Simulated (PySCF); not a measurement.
C₂H₅BrF₂Ge (SMILES C[CH2][Ge]([F])([F])[Br]), singlet, geometry from GFN2-xTB, with bond 9-1 at 1.8 times its length; CASCI(2,4)/STO-3G run with PySCF.

Here is a job for PySCF.
```python
from pyscf import gto, scf, mcscf
import numpy

mol = gto.Mole()
mol.atom = '''
    C    -2.86573418   -0.15500640    0.02344482
    C    -1.93796897    0.99111099   -0.33516458
    Ge   -0.01218676    0.40808648   -0.46691669
    F     0.28836571   -0.43772743   -1.97956515
    F     1.07604503    1.77654340   -0.66617980
    Br    0.86877612   -0.91451055    1.17663465
    H    -2.60300455   -0.58912977    0.98757269
    H    -2.82434490   -0.93986581   -0.72988381
    H    -4.70772678    0.50537999    0.12689149
    H    -1.97577213    1.78440545    0.41051187
    H    -2.18248037    1.41584572   -1.30797142
'''
mol.basis = 'sto-3g'
mol.verbose = 4
mol.build()

mf = scf.RHF(mol)
mf.kernel()
mc = mcscf.CASCI(mf, 4, 2)
mc.fix_spin_(ss=0.0)
mc.kernel()
occ = numpy.linalg.eigvalsh(mc.fcisolver.make_rdm1(mc.ci, mc.ncas, mc.nelecas))[::-1]
ss = mc.fcisolver.spin_square(mc.ci, mc.ncas, mc.nelecas)[0]
print('natural occupations', occ.round(4), ' <S^2>', round(ss, 4))
```

Output, abridged:

```
PySCF version 2.14.0

[INPUT] verbose = 4
[INPUT] num. atoms = 11
[INPUT] num. electrons = 102
[INPUT] charge = 0
[INPUT] spin (= nelec alpha-beta = 2S) = 0
[INPUT] symmetry False subgroup None
[INPUT] Mole.unit = angstrom
[INPUT] Symbol           X                Y                Z      unit          X                Y                Z       unit  Magmom
[INPUT]  1 C     -2.865734180000  -0.155006400000   0.023444820000 AA   -5.415452746005  -0.292919643555   0.044304288840 Bohr   0.0
[INPUT]  2 C     -1.937968970000   0.991110990000  -0.335164580000 AA   -3.662230591205   1.872928330147  -0.633369262855 Bohr   0.0
[INPUT]  3 Ge    -0.012186760000   0.408086480000  -0.466916690000 AA   -0.023029638746   0.771171682338  -0.882344667088 Bohr   0.0
[INPUT]  4 F      0.288365710000  -0.437727430000  -1.979565150000 AA    0.544932215616  -0.827184959910  -3.740835979234 Bohr   0.0
[INPUT]  5 F      1.076045030000   1.776543400000  -0.666179800000 AA    2.033430404399   3.357180474404  -1.258897371718 Bohr   0.0
[INPUT]  6 Br     0.868776120000  -0.914510550000   1.176634650000 AA    1.641748930362  -1.728174477525   2.223517237173 Bohr   0.0
[INPUT]  7 H     -2.603004550000  -0.589129770000   0.987572690000 AA   -4.918965700497  -1.113293917128   1.866241912200 Bohr   0.0
[INPUT]  8 H     -2.824344900000  -0.939865810000  -0.729883810000 AA   -5.337238342312  -1.776088974743  -1.379280503654 Bohr   0.0
[INPUT]  9 H     -4.707726780000   0.505379990000   0.126891490000 AA   -8.896314283481   0.955029769935   0.239790163638 Bohr   0.0
[INPUT] 10 H     -1.975772130000   1.784405450000   0.410511870000 AA   -3.733668210249   3.372037595681   0.775755005183 Bohr   0.0
[INPUT] 11 H     -2.182480370000   1.415845720000  -1.307971420000 AA   -4.124290171539   2.675560645438  -2.471707762558 Bohr   0.0

nuclear repulsion = 821.910246553368
number of shells = 33
number of NR pGTOs = 183
number of NR cGTOs = 61
basis = sto-3g
ecp = {}

******** <class 'pyscf.scf.hf.RHF'> ********
method = RHF
initial guess = minao
damping factor = 0
level_shift factor = 0
DIIS = <class 'pyscf.scf.diis.CDIIS'>
diis_start_cycle = 1
diis_space = 8
diis_damp = 0
SCF conv_tol = 1e-09
SCF conv_tol_grad = None
SCF max_cycles = 50
direct_scf = True
direct_scf_tol = 1e-13
Set gradient conv threshold to 3.16228e-05
Initial guess from minao.
init E= -4863.49157922393
  HOMO = -0.407469060356386  LUMO = -0.286409782015529  gap/eV = 3.29419
cycle= 1 E= -4869.86918367334  delta_E= -6.38  |g|= 0.575  |ddm|= 3.79
  HOMO = -0.24503106276018  LUMO = 0.0767065292350835  gap/eV = 8.75493
cycle= 2 E= -4870.08557248191  delta_E= -0.216  |g|= 0.164  |ddm|= 1.65
  HOMO = -0.276694019100004  LUMO = 0.188916613494368  gap/eV = 12.66991
cycle= 3 E= -4870.10057027731  delta_E= -0.015  |g|= 0.0512  |ddm|= 0.364
  HOMO = -0.283905018037584  LUMO = 0.198057868645517  gap/eV = 13.11488
cycle= 4 E= -4870.10280258087  delta_E= -0.00223  |g|= 0.0161  |ddm|= 0.156
  HOMO = -0.28553374935823  LUMO = 0.195857658782478  gap/eV = 13.09933
cycle= 5 E= -4870.10301104392  delta_E= -0.000208  |g|= 0.0039  |ddm|= 0.0522
  HOMO = -0.285305095757392  LUMO = 0.196230751669551  gap/eV = 13.10326
cycle= 6 E= -4870.10302008347  delta_E= -9.04e-06  |g|= 0.00136  |ddm|= 0.00957
  HOMO = -0.284932479870338  LUMO = 0.196825871789524  gap/eV = 13.10931
cycle= 7 E= -4870.1030212826  delta_E= -1.2e-06  |g|= 0.00031  |ddm|= 0.00334
  HOMO = -0.2848813534891  LUMO = 0.196890549087929  gap/eV = 13.10968
cycle= 8 E= -4870.10302135258  delta_E= -7e-08  |g|= 8.26e-05  |ddm|= 0.000851
  HOMO = -0.284880526314366  LUMO = 0.196877187343347  gap/eV = 13.10930
cycle= 9 E= -4870.10302135927  delta_E= -6.69e-09  |g|= 2.77e-05  |ddm|= 0.000259
  HOMO = -0.284878409782536  LUMO = 0.196878879434339  gap/eV = 13.10928
cycle= 10 E= -4870.10302136015  delta_E= -8.86e-10  |g|= 6.63e-06  |ddm|= 0.000111
  HOMO = -0.284878456769436  LUMO = 0.196879066540877  gap/eV = 13.10929
Extra cycle  E= -4870.1030213602  delta_E= -5e-11  |g|= 3.34e-06  |ddm|= 1.55e-05
converged SCF energy = -4870.1030213602

******** <class 'pyscf.mcscf.casci.CASCI'> ********
CAS (1e+1e, 4o), ncore = 50, nvir = 7
natorb = False
canonicalization = True
sorting_mo_energy = False
******** <class 'pyscf.fci.addons.SpinPenaltyFCISolver'> ********
max. cycles = 200
conv_tol = 1e-08
davidson only = True
linear dependence = 1e-12
level shift = 0.001
max iter space = 12
nroots = 1
pspace_size = 400
spin = None
Density matrix diagonal elements [1.85852760e+00 1.36982470e-01 3.85466976e-03 6.35263634e-04]
CASCI converged
CASCI E = -4870.14497523006  E(CI) = -0.964815030009049  S^2 = 0.0000000
natural occupations [1.8585e+00 1.4120e-01 2.0000e-04 0.0000e+00]  <S^2> 0.0
```
